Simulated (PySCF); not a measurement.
SMILES c1cc2sccc2s1 (C6H4S2), GFN2-xTB optimised geometry.

```
12

C      1.99    -1.08     0.00
C      0.75    -1.64     0.00
C     -0.25    -0.65     0.00
S     -1.98    -0.65     0.00
C     -1.99     1.08     0.00
C     -0.75     1.64     0.00
C      0.25     0.65     0.00
S      1.98     0.65     0.00
H      2.94    -1.59     0.00
H      0.56    -2.70     0.00
H     -2.94     1.59     0.00
H     -0.56     2.70     0.00
```

Density from B3LYP/def2-TZVP run with PySCF at that geometry.

Minimum of the electron density along straight lines between bonded atoms, close to the bond critical point (lines longer than 1.1 times the sum of covalent radii, or with two minima, are not listed):

```csv
bond,length / Å,ρ at the minimum / e bohr⁻³,∇²ρ there / e bohr⁻⁵,position (fraction from the first atom)
C1–C2,1.357,0.337,-1.00,0.51
C2–C3,1.410,0.304,-0.87,0.49
C3–S4,1.728,0.213,-0.45,0.49
S4–C5,1.733,0.213,-0.43,0.52
C5–C6,1.357,0.337,-1.00,0.51
C3–C7,1.389,0.321,-0.92,0.50
C6–C7,1.410,0.304,-0.87,0.49
C1–S8,1.733,0.213,-0.43,0.48
C7–S8,1.728,0.213,-0.45,0.49
C1–H9,1.072,0.293,-1.07,0.65
C2–H10,1.074,0.291,-1.06,0.65
C5–H11,1.072,0.293,-1.07,0.65
C6–H12,1.074,0.291,-1.06,0.65
```
